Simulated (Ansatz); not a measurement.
Geometry optimisation, Ansatz 0.2.0, RKS PBE/def2-SVP.

Input file:

```yaml
crystal:
  periodic: [false, false, false]
  atoms:
    - { symbol: Ge, position_ang: [0.431899, 0.558993, -0.451231] }
    - { symbol: O, position_ang: [0.426339, 0.463909, 2.553343] }
    - { symbol: H, position_ang: [0.123542, -0.317931, 2.015324] }
    - { symbol: Cl, position_ang: [1.721961, -0.494395, -1.803819] }
    - { symbol: Cl, position_ang: [-1.241676, 1.437148, -1.465637] }
    - { symbol: F, position_ang: [-0.311898, -0.768762, 0.502652] }
    - { symbol: O, position_ang: [1.232252, 1.755503, 0.541796] }
    - { symbol: Al, position_ang: [2.184605, 1.217657, 2.001714] }
    - { symbol: H, position_ang: [3.104736, -0.073975, 1.800825] }
    - { symbol: H, position_ang: [2.475616, 2.446219, 2.972754] }
    - { symbol: H, position_ang: [-0.133076, 1.203436, 2.200779] }
basis:
  gaussian: { orbitals: def2-SVP }
hamiltonian:
  xc: pbe
relax:
  f_tol: 0.03
  max_steps: 50
output:
  orbitals: {}
```

Launched with:

```bash
$ ansatz run input.yaml --threads 4 --pin off --max-ram 5120MiB --backend cpu --events-out ev --progress --plain --runs-dir out
```

Where does it end, and by what steps?

The run converged. The force dipped under the threshold on the way, but the program's further checks kept it going. After 13 steps the energy has fallen by 0.416 eV; H11 moved furthest, 1.03 Å.

| step | energy less start (eV) | largest force component (eV/Å) | accepted |
| --- | --- | --- | --- |
| 0 | 0.0000 | 0.982 | yes |
| 1 | -0.2207 | 0.426 | yes |
| 2 | -0.3073 | 0.477 | yes |
| 3 | -0.3562 | 0.341 | yes |
| 4 | -0.3778 | 0.690 | yes |
| 5 | -0.3701 | 0.556 | no |
| 6 | -0.3975 | 0.183 | yes |
| 7 | -0.3989 | 0.358 | yes |
| 8 | -0.4103 | 0.135 | yes |
| 9 | -0.4137 | 0.078 | yes |
| 10 | -0.4146 | 0.047 | yes |
| 11 | -0.4140 | 0.134 | no |
| 12 | -0.4156 | 0.018 | yes |
| 13 | -0.4159 | 0.026 | yes |

```xyz
11
Properties=species:S:1:pos:R:3
Ge 0.472 0.557 -0.711
O 0.556 0.278 2.702
H 0.049 -0.172 1.963
Cl 1.490 -0.791 -2.031
Cl -1.014 1.674 -1.777
F -0.456 -0.504 0.415
O 1.466 1.519 0.308
Al 2.136 1.254 1.965
H 3.311 0.174 2.012
H 2.088 2.587 2.852
H -0.083 0.852 3.169
```

Whether the end is a true minimum wasn't checked by a vibrational analysis.

Time of the run: 32 s on 4 threads of Arm Neoverse V2, on a shared host, peak memory 0.24 GiB.
